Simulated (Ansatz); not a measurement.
B(H)2(iPr) (C₃H₉B), SMILES BC(C)C.

Geometry: ωB97X-D3(BJ)/def2-SVP. This is a generated structure with no PubChem entry under its InChIKey; it may be hypothetical.

Two levels are set side by side: PBE/def2-SVPD (Ansatz, a quantum-chemistry and plane-wave program) and PBE0/def2-SVPD (Ansatz). Energy differences of separate SCF runs at the same geometry; the states with an electron removed or added have multiplicity 2 and 2. Differences are taken from unrounded values.

```tsv
quantity	PBE0
vertical ionisation energy (eV)	10.51
vertical singlet–triplet gap (eV)	4.84
```

### Question
What does PBE give, and how far is it from PBE0? (The exact figures need the calculation; the answer reports its results.)

### Answer

| quantity | PBE | PBE minus PBE0 |
|---|---|---|
| vertical ionisation energy (eV) | 10.20 | -0.31 |
| vertical singlet–triplet gap (eV) | 4.56 | -0.28 |
